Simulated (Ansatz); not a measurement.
```yaml
crystal:
  periodic: [false, false, false]
  atoms:
    - {symbol: Mn, position_ang: [-0.026482, 0.019897, 0.013663]}
    - {symbol: O, position_ang: [0.010312, -0.053121, 1.619336]}
    - {symbol: O, position_ang: [1.483218, 0.035222, -0.480715]}
    - {symbol: O, position_ang: [-0.725358, 1.341381, -0.465364]}
    - {symbol: F, position_ang: [-0.751901, -1.295760, -0.572439]}
basis:
  gaussian: {orbitals: cc-pVTZ-DK, final_grid: {core_spheres: 5, valence_spheres: 4, degree: 11}}
hamiltonian: {xc: {name: HSE06}}
correlation: {method: rpa}
scf: {lower_state_search: full}
```

```sh
$ ansatz run in.yaml --threads 4 --pin off --events-out ev --progress --plain --max-ram 3916MiB
```

Output, abridged:

```
Functional definition: HSE06
1296 factors; integrals over basis functions are off by at most 1.1e-3 eV
71 factors; integrals over basis functions are off by at most 2.1e-6 eV
mean field evaluation 1: about -40345.2601 eV, gradient 1.6e2 eV
mean field evaluation 2: about -40345.3301 eV, gradient 1.6e2 eV
mean field evaluation 4: about -40248.5267 eV, gradient 3.4e2 eV
mean field evaluation 8: about -40376.6563 eV, gradient 2.8e-1 eV
mean field evaluation 16: about -40346.5122 eV, gradient 8.1e1 eV
mean field evaluation 32: about -40347.9359 eV, gradient 8.0e1 eV
mean field evaluation 64: about -40322.2198 eV, gradient 1.0e2 eV
mean field evaluation 96: about -40352.1033 eV, gradient 1.3e2 eV
mean field -40376.66121072 eV, -1483.8149312100 hartree, gradient 2.8e-6 eV, S^2 0.000000; 2 other end points of the search recorded, 0 dependent functions left out
9 core orbitals not correlated: weight in the atoms' cores, before any rotation towards them, 1.000 or more for the frozen orbitals, at most 0.000 for the correlated occupied ones
reference -40303.37847737 eV, -1481.1218404321 hartree; 20, 20 occupied and 159, 159 virtual orbitals, 1296 factors
Total energy: -40372.11291203 eV, -1483.6477843160 hartree
Relativity: scalar
```

Hardware: 4 threads of Arm Neoverse V1 on a shared host. Wall time 15 s, peak host memory 0.58 GiB.

DK, ANO-RCC and x2c sets are all-electron and run with scalar relativity unless a key says otherwise. HSE06 is defined as in plane-wave codes, on full-range PBE exchange. Correlated methods freeze 9 core orbitals; core or outer-core shells of Mn are correlated, in sets that lack core-valence functions.
